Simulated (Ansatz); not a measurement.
`[OH][SnH]([Br])[Br]`. Total charge 0; spin multiplicity 1. Sn: def2 effective core potential. The structure was optimised at the PBE0-D4/def2-TZVP level. It is one conformer, not always the lowest.

```xyz
6

O     1.501    0.562    0.025
Sn   -0.162   -0.437   -0.030
Br   -1.489    0.361   -1.944
Br   -1.449    0.081    2.004
H     1.378    1.513    0.095
H     0.221   -2.079   -0.150
```

Problem. What is the dipole moment at PBE/def2-TZVPP? (Best estimate.)

Solution. The calculation gave: 0.58 D, with components (0.47, -0.35, -0.03) D in this frame, pointing from negative to positive charge.

Problem. And with r2SCAN, B3LYP, ωB97M-V? (Estimate.)

Solution. Ansatz gave: r2SCAN 0.64 D, B3LYP 0.57 D, ωB97M-V 0.61 D.

Problem. Give the Mulliken charges with PBE, r2SCAN, ωB97M-V in def2-TZVPP. (Best estimate.)

Solution. The calculation gave: 
| atom | PBE | r2SCAN | ωB97M-V |
| --- | --- | --- | --- |
| O1 | -0.47 | -0.53 | -0.50 |
| Sn2 | 0.95 | 1.02 | 0.92 |
| Br3 | -0.30 | -0.31 | -0.28 |
| Br4 | -0.30 | -0.31 | -0.28 |
| H5 | 0.19 | 0.21 | 0.18 |
| H6 | -0.07 | -0.07 | -0.04 |

B3LYP here is the variant with VWN-RPA as its local correlation; programs differ in this.
